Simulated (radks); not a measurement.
Neutral antimony, 51 electrons, occupied as [Kr] 4d10 5s2 5p3. All-electron calculation, non-relativistic Kohn-Sham, PBE, spin-polarised, spherical densities, point nucleus; open shells are filled with parallel spins first (spin-orbit coupling, left out, can overturn this in heavy ions); relativity is left out, which matters for an element this heavy. Program: a radial shooting solver on a logarithmic mesh with Libxc functionals. Some entries of the table are withheld. Estimate them.

| orbital | occ. | eigenvalue (eV) | <r^2> (bohr^2) | <r> (bohr) |
|---|---|---|---|---|
| 1s up | 1 | -29170.47 | 0.001189 | 0.02982 |
| 1s down | 1 | -29170.41 | 0.001189 | 0.02982 |
| 2s up | 1 | -4334.740 | 0.01944 | 0.1287 |
| 2s down | 1 | -4334.720 | 0.01944 | 0.1287 |
| 2p up | 3 | -4061.391 | 0.01463 | 0.1097 |
| 2p down | 3 | -4061.345 | 0.01463 | 0.1097 |
| 3s up | 1 | -847.0960 | 0.1350 | 0.3440 |
| 3s down | 1 | -847.0455 | 0.1350 | 0.3440 |
| 3p up | 3 | -733.6310 | 0.1298 | 0.3347 |
| 3p down | 3 | -733.5726 | 0.1298 | 0.3347 |
| 3d up | 5 | -523.0625 | 0.1106 | 0.3056 |
| 3d down | 5 | -523.0085 | 0.1105 | 0.3056 |
| 4s up | 1 | -137.5869 | 0.7622 | 0.8211 |
| 4s down | 1 | -137.4605 | 0.7616 | 0.8209 |
| 4p up | 3 | -99.1998 | 0.8550 | 0.8656 |
| 4p down | 3 | -99.0624 | 0.8533 | 0.8649 |
| 4d up | 5 | -35.0858 | 1.241 | 1.025 |
| 4d down | 5 | -34.8282 | 1.221 | 1.018 |
| 5s up | 1 | (1) | 6.142 | 2.326 |
| 5s down | 1 | (2) | 6.097 | 2.311 |
| 5p up | 3 | -5.5335 | 9.677 | (3) |
| 5p down | 0 | -3.6126 | 10.43 | (4) |

Answer. 
(1) 5s up eigenvalue (eV): -12.5120
(2) 5s down eigenvalue (eV): -10.6463
(3) 5p up <r> (bohr): 2.893
(4) 5p down <r> (bohr): 2.982
